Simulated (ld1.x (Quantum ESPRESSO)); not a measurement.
# u(r) = r·R(r): atom against pseudo-atom (copper (Cu))

Columns: radius, all-electron u(r) and pseudo u(r) of the 4p shell (level -26.06 eV) of copper in the configuration [Ne] 3s2 3p6 3d8 4s0 4p0; PBE, scalar-relativistic, ultrasoft scheme, ld1.x (Quantum ESPRESSO) 7.5.

```json
{"r (bohr)": "0.090", "all-electron": "0.1848", "pseudo": "-0.0451"}
{"r (bohr)": "0.180", "all-electron": "0.1499", "pseudo": "-0.1642"}
{"r (bohr)": "0.270", "all-electron": "-0.0381", "pseudo": "-0.3157"}
{"r (bohr)": "0.360", "all-electron": "-0.2137", "pseudo": "-0.4481"}
{"r (bohr)": "0.450", "all-electron": "-0.3156", "pseudo": "-0.5199"}
{"r (bohr)": "0.540", "all-electron": "-0.3404", "pseudo": "-0.5123"}
{"r (bohr)": "0.630", "all-electron": "-0.3052", "pseudo": "-0.4331"}
{"r (bohr)": "0.720", "all-electron": "-0.2305", "pseudo": "-0.3084"}
{"r (bohr)": "0.810", "all-electron": "-0.1332", "pseudo": "-0.1687"}
{"r (bohr)": "0.900", "all-electron": "-0.0257", "pseudo": "-0.0358"}
{"r (bohr)": "0.990", "all-electron": "0.0835", "pseudo": "0.0825"}
{"r (bohr)": "1.080", "all-electron": "0.1890", "pseudo": "0.1890"}
{"r (bohr)": "1.170", "all-electron": "0.2872", "pseudo": "0.2872"}
{"r (bohr)": "1.260", "all-electron": "0.3761", "pseudo": "0.3761"}
{"r (bohr)": "1.350", "all-electron": "0.4547", "pseudo": "0.4547"}
{"r (bohr)": "1.440", "all-electron": "0.5225", "pseudo": "0.5225"}
{"r (bohr)": "1.530", "all-electron": "0.5797", "pseudo": "0.5797"}
{"r (bohr)": "1.620", "all-electron": "0.6266", "pseudo": "0.6266"}
{"r (bohr)": "1.710", "all-electron": "0.6636", "pseudo": "0.6636"}
{"r (bohr)": "1.800", "all-electron": "0.6915", "pseudo": "0.6915"}
{"r (bohr)": "1.890", "all-electron": "0.7112", "pseudo": "0.7112"}
{"r (bohr)": "1.980", "all-electron": "0.7233", "pseudo": "0.7233"}
{"r (bohr)": "2.070", "all-electron": "0.7284", "pseudo": "0.7284"}
{"r (bohr)": "2.160", "all-electron": "0.7276", "pseudo": "0.7276"}
{"r (bohr)": "2.250", "all-electron": "0.7214", "pseudo": "0.7214"}
{"r (bohr)": "2.340", "all-electron": "0.7107", "pseudo": "0.7107"}
```

Problem. How many radial nodes do the two functions have?

Solution. The all-electron 4p function has n − l − 1 = 2; the pseudo-wave has 1, since 1 lower shell of the same l stays in the valence.

Problem. At about which radius was the pseudo-wave matched?

Solution. 1.10 bohr, where the columns begin to agree (steps of 0.09 bohr).

Problem. Is the pseudo-wave norm-conserving?

Solution. No, it belongs to an ultrasoft set: the norm inside the radius is not constrained, and the difference is carried by the augmentation charge.
